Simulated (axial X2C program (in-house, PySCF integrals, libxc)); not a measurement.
**Spin–orbit effects down a group: molecules with K, PBE0**

All values come from calculations with an in-house all-electron X2C program for linear molecules (integrals from PySCF), spin-free (one-electron X2C) or two-component (2c: spin–orbit coupling with atomic mean-field Coulomb and Gaunt terms, which also bring small scalar terms), in Dyall basis sets with cores contracted in-house; open shells are unrestricted.

Basis sets: As dyall-v3z, Bi dyall-cv3z, K dyall-cv3z, K dyall-v3z, N dyall-av3z, P dyall-v3z, Sb dyall-v3z.

```tsv
molecule	spin-free state	Re (Å)	ωe (cm⁻¹)	De (eV)	2c state	Re 2c (Å)	ωe 2c (cm⁻¹)	De 2c (eV)
KN	M_S = 1, Λ = 0	2.534	310.8	1.09	Ω = 1	2.534	310.8	1.09
KP	M_S = 1, Λ = 0	3.016	214.4	1.34	Ω = 1	3.016	214.4	1.34
KAs	M_S = 1, Λ = 0	3.118	167.0	1.24	Ω = 1	3.118	166.8	1.24
KSb	M_S = 1, Λ = 0	3.315	147.2	1.23	Ω = 1	3.308	146.3	1.21
KBi	M_S = 1, Λ = 0	3.369	134.1	1.14	Ω = 1	3.323	126.1	0.99
```

Question: Work out the shifts from the spin-free to the two-component result.

Answer: 

```json
{"molecule": "KN", "2c state": "Ω = 1", "ΔRe (Å)": "0.000", "Δωe (cm⁻¹)": "0.0", "ΔDe (eV)": "0.00"}
{"molecule": "KP", "2c state": "Ω = 1", "ΔRe (Å)": "0.000", "Δωe (cm⁻¹)": "0.0", "ΔDe (eV)": "0.00"}
{"molecule": "KAs", "2c state": "Ω = 1", "ΔRe (Å)": "0.000", "Δωe (cm⁻¹)": "-0.2", "ΔDe (eV)": "0.00"}
{"molecule": "KSb", "2c state": "Ω = 1", "ΔRe (Å)": "-0.007", "Δωe (cm⁻¹)": "-0.9", "ΔDe (eV)": "-0.02"}
{"molecule": "KBi", "2c state": "Ω = 1", "ΔRe (Å)": "-0.046", "Δωe (cm⁻¹)": "-8.0", "ΔDe (eV)": "-0.15"}
```

Shifts of one unit in the last digit are rounding.

Each entry is the lowest single determinant of a limited PBE0 search at one distance. De goes to single-determinant-based atoms at the same level (for ions the charge split of lowest energy) and is withheld (n/a) where an atom does not fit its ground term or J level. Main or longest-lived isotopes. One determinant is a doubtful description, or other states lie close, for KN, KP, KAs, KSb, KBi; these need not be ground states, and all values refer to the states named. Some open-shell Ω = 0 determinants are out of reach, so the Ω given for KN, KP, KAs, KSb, KBi need not be the lowest component. With several unpaired electrons the Ω given is that of one determinant, not necessarily of the lowest component. The functionals have no current term, which raises determinants with orbital currents.
